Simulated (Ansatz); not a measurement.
Calculated with Ansatz (gas phase, PBE0-D4/def2-TZVP geometries, no zero-point term in ΔE). CBS: MP2 limit from def2 TZ/QZ plus the TZ coupled-cluster correction, frozen cores. This one scheme is used for every species. Functionals use def2-TZVPP. Triplets are unrestricted, without spin–orbit coupling. For Ge outer-core shells are correlated without core-valence functions, which leaves a few kJ/mol of doubt a bond. Scalar relativity is left out up to krypton.

Reaction (formal loss of a carbene): `[CH3][GeH2][GeH3]` → `[CH2]` (triplet) + `[GeH3][GeH3]`

| level | ΔE (kJ/mol) | difference from CCSD(T)/CBS |
| --- | --- | --- |
| LDA (SPW92) | 529.1 | 63.5 |
| r2SCAN-D4 | 440.5 | -25.1 |
| B97M-V | 459.1 | -6.5 |
| BLYP | 441.7 | -23.9 |
| CAM-B3LYP | 451.9 | -13.7 |
| CCSD/def2-SVP | 426.9 | -38.7 |
| CCSD(T)/def2-TZVPP | 454.5 | -11.1 |
| MP2/def2-QZVPP | 476.7 | 11.1 |
| SCS-MP2/def2-QZVPP | 476.1 | 10.5 |
| CCSD/CBS(def2) | 454.0 | -11.6 |
| CCSD(T)/CBS | 465.6 | 0 |

Largest T1 diagnostic among the species: 0.012.

From BLYP to BHLYP (50 % exact exchange), in def2-TZVPP and without D4, ΔE moves by −6.5 kJ/mol. The D4 term adds +10.0 kJ/mol with B3LYP and +5.5 kJ/mol with PBE0; it sums over pairs of atoms, weighted by their polarisabilities, and B3LYP, whose exchange is more repulsive, gets the larger term. Leaving LDA and LC-ωPBE aside and taking each functional with its dispersion term where it has one, the values, not all of them listed here, spread over 35.3 kJ/mol, from r2SCAN0-D4 to ωB97X-V. LDA lies +67.0 kJ/mol from PBE without D4.

B3LYP here is the variant with VWN-RPA as its local correlation; programs differ in this.
